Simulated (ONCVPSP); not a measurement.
# Ranking ONCV potentials for Be (Z = 4)

All share these settings but for the change named:

```
Element                 : Be (Z = 4)
Generator               : ONCVPSP 4.0.1
Type                    : optimised norm-conserving Vanderbilt (ONCV)
Functional              : LDA (Perdew-Zunger)
Relativity              : scalar-relativistic
Frozen core             : none
Valence charge          : 4
Reference configuration : 1s2 2s2
Partial waves           : 1s+2s: rc 0.70 bohr, ncon 3, nbas 6, qcut 21.4 1/bohr, 2 projectors; p scattering state at 0.05 Ha: rc 0.70 bohr, ncon 4, nbas 7, qcut 14.2 1/bohr, 3 projectors, debl 2.4 Ha
Local potential         : polynomial inside 0.50 bohr (lpopt 5, dvloc0 1 Ha)
Core correction         : none
```

Test errors are all-electron minus pseudo excitation energies from the reference, over 1s2 2s1; 1s2 2s0; 1s2 2s1.5; 1s2 2s0 2p2. None of these files shows a bound ghost.

The base gives 4.2 meV.

Of 7 variants that were run, those that failed, showed a ghost or another fault, or gave nearly equal values are left out.

Question: Rank these variants by their largest absolute test error, smallest first.
A. p: rc 0.66
B. p: rc 1
C. p: rc 0.8

Answer: B (2.3 meV), C (3.0 meV), A (5.6 meV).
